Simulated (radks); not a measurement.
The numbers below are computed, except where a source is named.
How relativity changes the ionisation of the zirconium ion Zr3+ ([Kr] 4d1) to Zr4+ ([Kr]). Spin-unpolarised spherical Kohn-Sham, BLYP, point nucleus unless stated (finite: rms radius 4.2694 fm), a radial shooting solver on a logarithmic mesh with Libxc functionals. A level marked "c x" has the speed of light scaled by that factor and shares open shells by 2j + 1; other Dirac levels either fill j = l - 1/2 first or share by 2j + 1.

level,E(Zr3+) (hartree),E(Zr4+) (hartree),IE (eV),HOMO,<r> HOMO (bohr)
non-rel.,-3539.38912,-3538.11814,34.585,4d,1.832
scalar-rel.,-3597.47408,-3596.21918,34.148,4d,1.851
"scalar-rel., finite nucleus",-3597.43228,-3596.17738,34.148,4d,1.851
"Dirac, 2j+1 shares",-3597.89970,-3596.64497,34.143,4d5/2,1.856
"Dirac, low j first",-3597.90378,-3596.64497,34.254,4d3/2,1.845
"Dirac, 2j+1 shares, finite nucleus",-3597.85783,-3596.60311,34.143,4d5/2,1.856
"Dirac, c x 0.85",-3621.75519,-3620.50675,33.972,4d5/2,1.866
"Dirac, c x 1.5",-3564.78502,-3563.52124,34.389,4d5/2,1.842
"Dirac, c x 3",-3545.65114,-3544.38195,34.536,4d5/2,1.834

NIST Atomic Spectra Database: 34.418 eV (measured). The relativistic part of the total energy of Zr3+ is -58.47 hartree (Dirac, 2j+1 shares, finite nucleus), 1.7 % of the non-relativistic value. Spin polarisation and multiplet splitting of open shells are left out at every level.

Beside tabulated values, note that relativity, absent from the non-relativistic runs, is large for the heavy elements, and spin-unpolarised runs miss the spin-polarisation part of the exchange energy of open shells.
